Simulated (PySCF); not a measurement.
C2H3BN2O. Atoms are numbered in the order given.

```xyz
9

O      0.1528     2.0734     0.0000
B      0.0391     0.7437     0.0000
C      1.2079    -0.3644     0.0000
N      0.6395    -1.5142     0.0000
C     -0.7950    -1.2328     0.0000
N     -1.2160    -0.0305     0.0000
H     -0.7123     2.5043     0.0000
H      2.3030    -0.2982     0.0000
H     -1.4508    -2.1156     0.0000
```
Charge 0, spin multiplicity 1.

Geometry optimised at PBE0-D3(BJ)/def2-SVP. The structure was generated by enumeration, and PubChem lists no compound with its InChIKey, so it may never have been made. One conformer was computed; it need not be the lowest.

These are ωB97X/def2-TZVP in PySCF values and carry that method's errors.

```json
{
 "total_energy": "-287.65313 hartree",
 "point_group": "Cs",
 "highest_occupied_level": "-10.21 eV",
 "lowest_empty_level": "-0.74 eV",
 "orbital_gap": "9.47 eV",
 "dipole_moment": "1.27 D",
 "quadrupole, principal values (traceless, Buckingham form, about the centre of nuclear charge)": "-1.47, 0.34, 1.13 D·Å",
 "mean_static_polarisability": "47.4 bohr³ (7.03 Å³)",
 "polarisability_principal_values": "30.7, 50.7, 60.9 bohr³"
}
```
